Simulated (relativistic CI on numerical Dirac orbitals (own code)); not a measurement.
**Slater and spin-orbit integrals, Pt LXXI**

Method of calculation: Dirac-Coulomb-Breit CI, separate exchange-only KLI orbitals for each configuration, QED by a radiative potential, unscaled Slater integrals (own radial code, finite nucleus).

Slater integrals F^k, G^k are unscaled and averaged over j, outside the closed core 1s2; ζ comes from projecting the Hamiltonian with its Breit term on Σ l·s of the shell.

- 2s²2p⁴: F^2(2p,2p) = 1.4907e+06, ζ(2p) = 9.6621e+06 cm⁻¹; <r>(2p) = 0.06266, <r^2>(2p) = 0.004804 (bohr units).
- 2s2p⁵: G^1(2s,2p) = 1.6232e+06, ζ(2p) = 9.6432e+06 cm⁻¹; <r>(2s) = 0.06998, <r^2>(2s) = 0.005838, <r>(2p) = 0.06271, <r^2>(2p) = 0.004813 (bohr units).
- 2p⁵3s: ζ(2p) = 9.73e+06, G^1(2p,3s) = 163720 cm⁻¹; <r>(2p) = 0.06252, <r^2>(2p) = 0.004782, <r>(3s) = 0.1663, <r^2>(3s) = 0.03168 (bohr units).

Averages of the first 10 configurations, taken without configuration mixing, which lowers the lowest level and can move excited configurations by several eV; other configurations of the list can lie among them:

```tsv
Configuration	Parity	States	Average energy above the lowest level (eV)
2s²2p⁴	even	15	1207.7
2s2p⁵	odd	12	2867.1
2p⁶	even	1	4593.1
2p⁵3s	odd	12	14737.6
2s²2p³3s	odd	40	11426.6
2p⁵3p	even	36	15204.9
2s²2p³3p	even	120	11906.9
2p⁵3d	odd	60	15584.9
2s²2p³3d	odd	200	12287.0
2s2p⁴3s	even	60	13048.7
```
